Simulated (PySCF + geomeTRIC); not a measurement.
Method: BP86-D3(BJ)/def2-SVP in PySCF + geomeTRIC. fastk is a local helper that only speeds up exchange builds. No frequencies were computed at this level.

```python
import json, numpy as np
from pyscf import gto, dft
from fastk import lowrank_exchange
atoms = """
Hf     0.241100    -0.360376     0.014486
Cl    -1.069794     1.208669     0.950600
Cl     2.042113     0.563238    -0.972009
Cl    -1.001686    -1.543090    -1.438265
O      0.625239    -1.534191     1.361401
C     -0.497709    -2.164635     1.922138
H     -1.244294    -1.411007     2.231191
H     -0.182875    -2.732819     2.804943
H     -0.943885    -2.861090     1.192297
"""
def scf(charge, spin, dm0=None):
    mol = gto.M(atom=atoms, basis='def2-svp', ecp={'Hf': 'def2-svp'}, charge=charge, spin=spin, verbose=3, max_memory=7560)
    mf = dft.KS(mol, xc='bp86').density_fit(auxbasis="def2-universal-jkfit")
    mf.disp = 'd3bj'
    mf.grids.level = 3
    mf.conv_tol = 1e-8
    mf.max_cycle = 120
    mf.level_shift = 0.25
    mf.kernel(dm0)
    if not mf.converged:
        mf = mf.newton().run(mf.mo_coeff, mf.mo_occ).undo_soscf()
    return mf
mf = scf(0, 0)
from pyscf.geomopt.geometric_solver import kernel as optimize
path = []
done, mol = optimize(mf, maxsteps=120, assert_convergence=False, callback=lambda env: path.append((env["energy"], bool(env["g_scanner"].converged))))
res = dict(converged=bool(done and path[-1][1]), energy=path[-1][0], path=[e for e, c in path], xyz=mol.atom_coords(unit="Angstrom").tolist(), nao=mol.nao)
json.dump(res, open("result.json", "w"))
```

Output:

```
converged SCF energy = -1543.74230763178
Geometry optimization cycle 1
converged SCF energy = -1543.74230762552
cycle 1: E = -1543.74230763  dE = -1543.74  norm(grad) = 0.107393
Geometry optimization cycle 2
converged SCF energy = -1543.76393627798
cycle 2: E = -1543.76393628  dE = -0.0216287  norm(grad) = 0.0178075
Geometry optimization cycle 3
converged SCF energy = -1543.76538400139
cycle 3: E = -1543.765384  dE = -0.00144772  norm(grad) = 0.012969
Geometry optimization cycle 4
converged SCF energy = -1543.76796184612
cycle 4: E = -1543.76796185  dE = -0.00257784  norm(grad) = 0.0183615
Geometry optimization cycle 5
converged SCF energy = -1543.76983854471
cycle 5: E = -1543.76983854  dE = -0.0018767  norm(grad) = 0.0262311
Geometry optimization cycle 6
converged SCF energy = -1543.77131822643
cycle 6: E = -1543.77131823  dE = -0.00147968  norm(grad) = 0.0261368
Geometry optimization cycle 7
converged SCF energy = -1543.77291843077
cycle 7: E = -1543.77291843  dE = -0.0016002  norm(grad) = 0.0157427
Geometry optimization cycle 8
converged SCF energy = -1543.77393471947
cycle 8: E = -1543.77393472  dE = -0.00101629  norm(grad) = 0.00688341
Geometry optimization cycle 9
converged SCF energy = -1543.77475493051
cycle 9: E = -1543.77475493  dE = -0.000820211  norm(grad) = 0.00415401
Geometry optimization cycle 10
converged SCF energy = -1543.77524638499
cycle 10: E = -1543.77524638  dE = -0.000491454  norm(grad) = 0.00364631
Geometry optimization cycle 11
converged SCF energy = -1543.77533187126
cycle 11: E = -1543.77533187  dE = -8.54863e-05  norm(grad) = 0.00199492
Geometry optimization cycle 12
converged SCF energy = -1543.77534370849
cycle 12: E = -1543.77534371  dE = -1.18372e-05  norm(grad) = 0.00053677
Geometry optimization cycle 13
converged SCF energy = -1543.77534930579
cycle 13: E = -1543.77534931  dE = -5.5973e-06  norm(grad) = 0.000857733
Geometry optimization cycle 14
converged SCF energy = -1543.77535013685
cycle 14: E = -1543.77535014  dE = -8.3106e-07  norm(grad) = 0.00059689
Geometry optimization cycle 15
converged SCF energy = -1543.77535051986
cycle 15: E = -1543.77535052  dE = -3.83007e-07  norm(grad) = 0.000367492
Geometry optimization cycle 16
converged SCF energy = -1543.77535139804
cycle 16: E = -1543.7753514  dE = -8.78181e-07  norm(grad) = 0.000565985
Geometry optimization cycle 17
converged SCF energy = -1543.7753528596
cycle 17: E = -1543.77535286  dE = -1.46156e-06  norm(grad) = 0.00068616
Geometry optimization cycle 18
converged SCF energy = -1543.77535334713
cycle 18: E = -1543.77535335  dE = -4.87536e-07  norm(grad) = 0.000458769
Geometry optimization cycle 19
converged SCF energy = -1543.77535339492
cycle 19: E = -1543.77535339  dE = -4.77878e-08  norm(grad) = 0.000210517
<class 'geometric.internal.Distance'> : 9
<class 'geometric.internal.Angle'> : 15
<class 'geometric.internal.OutOfPlane'> : 6
<class 'geometric.internal.Dihedral'> : 21
<class 'geometric.internal.TranslationX'> : 1
<class 'geometric.internal.TranslationY'> : 1
<class 'geometric.internal.TranslationZ'> : 1
<class 'geometric.internal.RotationA'> : 1
<class 'geometric.internal.RotationB'> : 1
<class 'geometric.internal.RotationC'> : 1
Step    0 : Gradient = 3.580e-02/5.860e-02 (rms/max) Energy = -1543.7423076255
Step    1 : Displace = 9.451e-02/1.384e-01 (rms/max) Trust = 1.000e-01 (=) Grad = 5.936e-03/1.222e-02 (rms/max) E (change) = -1543.7639362780 (-2.163e-02) Quality = 0.770
Step    2 : Displace = 4.207e-02/5.597e-02 (rms/max) Trust = 1.414e-01 (+) Grad = 4.323e-03/8.251e-03 (rms/max) E (change) = -1543.7653840014 (-1.448e-03) Quality = 1.597
Step    3 : Displace = 1.195e-01/1.621e-01 (rms/max) Trust = 2.000e-01 (+) Grad = 6.121e-03/1.601e-02 (rms/max) E (change) = -1543.7679618461 (-2.578e-03) Quality = 1.408
Step    4 : Displace = 1.333e-01/1.809e-01 (rms/max) Trust = 2.828e-01 (+) Grad = 8.744e-03/1.944e-02 (rms/max) E (change) = -1543.7698385447 (-1.877e-03) Quality = 1.378
Step    5 : Displace = 9.396e-02/1.249e-01 (rms/max) Trust = 3.000e-01 (+) Grad = 8.712e-03/1.859e-02 (rms/max) E (change) = -1543.7713182264 (-1.480e-03) Quality = -0.025
Step    6 : Displace = 4.871e-02/7.829e-02 (rms/max) Trust = 4.698e-02 (-) Grad = 5.248e-03/1.099e-02 (rms/max) E (change) = -1543.7729184308 (-1.600e-03) Quality = 1.104
Step    7 : Displace = 6.737e-02/9.771e-02 (rms/max) Trust = 6.644e-02 (+) Grad = 2.294e-03/4.604e-03 (rms/max) E (change) = -1543.7739347195 (-1.016e-03) Quality = 0.987
Step    8 : Displace = 9.679e-02/1.421e-01 (rms/max) Trust = 9.396e-02 (+) Grad = 1.385e-03/2.348e-03 (rms/max) E (change) = -1543.7747549305 (-8.202e-04) Quality = 0.977
Step    9 : Displace = 1.085e-01/1.660e-01 (rms/max) Trust = 1.329e-01 (+) Grad = 1.215e-03/2.372e-03 (rms/max) E (change) = -1543.7752463850 (-4.915e-04) Quality = 1.331
Step   10 : Displace = 4.935e-02/7.689e-02 (rms/max) Trust = 1.879e-01 (+) Grad = 6.650e-04/1.143e-03 (rms/max) E (change) = -1543.7753318713 (-8.549e-05) Quality = -0.000
Step   11 : Displace = 4.881e-03/8.450e-03 (rms/max) Trust = 2.467e-02 (-) Grad = 1.789e-04/3.174e-04 (rms/max) E (change) = -1543.7753437085 (-1.184e-05) Quality = 1.051
Step   12 : Displace = 6.808e-03/1.421e-02 (rms/max) Trust = 3.489e-02 (+) Grad = 2.859e-04/5.813e-04 (rms/max) E (change) = -1543.7753493058 (-5.597e-06) Quality = 0.754
Step   13 : Displace = 3.845e-03/7.535e-03 (rms/max) Trust = 4.935e-02 (+) Grad = 1.990e-04/3.885e-04 (rms/max) E (change) = -1543.7753501368 (-8.311e-07) Quality = 0.372
Step   14 : Displace = 4.110e-03/6.606e-03 (rms/max) Trust = 4.935e-02 (=) Grad = 1.225e-04/2.487e-04 (rms/max) E (change) = -1543.7753505199 (-3.830e-07) Quality = 0.181
Step   15 : Displace = 2.140e-03/3.744e-03 (rms/max) Trust = 2.055e-03 (-) Grad = 1.887e-04/3.392e-04 (rms/max) E (change) = -1543.7753513980 (-8.782e-07) Quality = 0.348
Step   16 : Displace = 2.005e-03/3.889e-03 (rms/max) Trust = 2.055e-03 (=) Grad = 2.287e-04/5.173e-04 (rms/max) E (change) = -1543.7753528596 (-1.462e-06) Quality = 0.361
Step   17 : Displace = 1.858e-03/3.410e-03 (rms/max) Trust = 2.055e-03 (=) Grad = 1.529e-04/3.649e-04 (rms/max) E (change) = -1543.7753533471 (-4.875e-07) Quality = 0.143
Step   18 : Displace = 9.403e-04/1.550e-03 (rms/max) Trust = 9.288e-04 (-) Grad = 7.017e-05/1.535e-04 (rms/max) E (change) = -1543.7753533949 (-4.779e-08) Quality = 0.029
Converged! =D
```

Cost: roughly 9 core-minutes.
